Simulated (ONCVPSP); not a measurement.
## u(r) = r·R(r): atom against pseudo-atom (Ho)

Columns: radius, all-electron u(r) and pseudo u(r) of the 5s shell (level -49.97 eV) of holmium in the configuration [Kr] 4d10 4f11 5s2 5p6 5d0.5 6s1.5; PBE, scalar-relativistic, ONCV scheme, ONCVPSP 4.0.1.

```
r (bohr)  all-electron  pseudo
   0.120        0.1745  0.1398
   0.240        0.1201  0.2781
   0.360       -0.4855  0.4129
   0.480       -0.4693  0.5411
   0.600       -0.0585  0.6582
   0.720        0.3998  0.7592
   0.840        0.7467  0.8385
   0.960        0.9519  0.8918
   1.080        1.0365  0.9161
   1.200        1.0349  0.9109
   1.320        0.9783  0.8785
   1.440        0.8911  0.8232
   1.560        0.7904  0.7508
   1.680        0.6875  0.6682
   1.800        0.5891  0.5816
   1.920        0.4989  0.4969
   2.040        0.4188  0.4185
   2.160        0.3489  0.3488
   2.280        0.2890  0.2889
   2.400        0.2382  0.2382
   2.520        0.1956  0.1955
   2.640        0.1600  0.1600
   2.760        0.1306  0.1306
   2.880        0.1063  0.1063
   3.000        0.0864  0.0864
   3.120        0.0701  0.0701
```

Task: How many radial nodes do the two functions have?

Result: The all-electron 5s function has n − l − 1 = 4 (the table is too coarse to show those close to the nucleus); the pseudo-wave has 0, since the states of the same l below it are removed with the core.

Task: At about which radius was the pseudo-wave matched?

Result: 2.20 bohr. The columns agree to 0.0005 from 2.04 bohr on; several derivatives are matched, so the curves merge somewhat inside the radius.

Task: Is the pseudo-wave norm-conserving?

Result: Yes: the ONCV scheme keeps the norm inside the radius equal to the all-electron one, which fixes the energy derivative of the logarithmic derivative at the level.
